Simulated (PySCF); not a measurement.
# `C/C=C/[SiH2]C#CC(=S)OC`: 4 charge schemes on one density

C7H10OSSi.
Geometry (GFN2-xTB, Å), atoms numbered from 1 in this order:
```xyz
20
C7H10OSSi angstrom
C     -2.9602    2.7458   -2.0626
C     -2.4980    1.3289   -2.1071
C     -2.0175    0.6523   -1.0713
Si    -1.4264   -1.1293   -1.1189
C      0.1865   -1.1462   -0.1989
C      1.2214   -1.1193    0.4298
C      2.4699   -1.0262    1.0752
S      3.6942   -0.1867    0.3710
O      2.5543   -1.6426    2.2484
C      3.7832   -1.5603    2.9375
H     -2.8401    3.1674   -1.0673
H     -2.3904    3.3463   -2.7716
H     -4.0101    2.8089   -2.3495
H     -2.5742    0.8531   -3.0774
H     -1.9543    1.1658   -0.1176
H     -2.3421   -2.0251   -0.4002
H     -1.1749   -1.5928   -2.4854
H      3.6485   -2.1132    3.8640
H      4.0358   -0.5170    3.1467
H      4.5893   -1.9987    2.3424
```

Density: PBE0/pcSseg-1 (PySCF); schemes: Mulliken, IAO, Hirshfeld and ESP-fitted. Isolated species at its GFN2-xTB geometry (one conformer only).

Task: Atoms with like bonding are taken together and averaged. For which atoms does the sign change between the 4 schemes (beyond +0.03 e in one, beyond −0.03 e in another)?

Result: C2, C6 and C7.

Task: At which atom do the 4 schemes differ most?

Result: At C7: from -0.151 (Mulliken) to +0.514 e (ESP-fitted), 0.665 e apart.

Task: Tabulate the Mulliken, IAO, Hirshfeld and ESP-fitted charges.

Result: In e; atoms taken as equivalent share a row and are averaged (×n: the atom named and its like, n in all):

```
       atom           environment  Mulliken     IAO  Hirshfeld  ESP-fitted
         C1        allylic carbon    -0.215  -0.426     -0.112      -0.448
         C2      alkene CH carbon    -0.230  -0.092     -0.019      +0.159
         C3      alkene CH carbon    -0.398  -0.449     -0.150      -0.569
        Si4          SiH2 silicon    +0.730  +0.789     +0.361      +0.478
         C5         alkyne carbon    -0.370  -0.286     -0.123      -0.076
         C6         alkyne carbon    +0.323  -0.030     -0.052      -0.334
         C7   thiocarbonyl carbon    -0.151  +0.118     +0.103      +0.514
         S8   thiocarbonyl sulfur    -0.103  -0.143     -0.147      -0.286
         O9  oxygen bonded to 2 C    -0.400  -0.268     -0.073      -0.216
        C10        methoxy carbon    -0.016  -0.215     -0.036      -0.102
H11/H12/H13       methyl hydrogen    +0.126  +0.153     +0.050      +0.137
        H14      vinylic hydrogen    +0.103  +0.138     +0.045      +0.089
        H15      vinylic hydrogen    +0.125  +0.150     +0.042      +0.252
    H16/H17         Si–H hydrogen    -0.086  -0.115     -0.068      -0.077
H18/H19/H20       methyl hydrogen    +0.132  +0.160     +0.049      +0.093
```

Mean size of the charges over all atoms: ESP-fitted 0.218 e, IAO 0.214 e, Mulliken 0.206 e, Hirshfeld 0.085 e. Each set sums to the total charge, 0, to within 0.001 e. The Mulliken scheme gives each basis function's population to the atom it is centred on and halves the overlap population of two atoms between them. The IAO scheme counts the electrons in orthogonalised intrinsic atomic orbitals, a minimal basis polarised so that it spans the occupied orbitals exactly.

Some averages cover members that differ in this geometry: H18/H19/H20, ESP-fitted +0.079 to +0.121 e.

Task: How many electrons does the Mulliken scheme count on C6?

Result: Z − q = 6 − (+0.323) = 5.677.

Task: How closely do the schemes follow one another over all atoms?

Result: Correlation coefficient and root-mean-square difference: IAO with Hirshfeld 0.95, 0.169 e; Mulliken with IAO 0.88, 0.131 e; Hirshfeld with ESP-fitted 0.84, 0.188 e; IAO with ESP-fitted 0.82, 0.163 e; Mulliken with Hirshfeld 0.80, 0.184 e; Mulliken with ESP-fitted 0.52, 0.260 e.
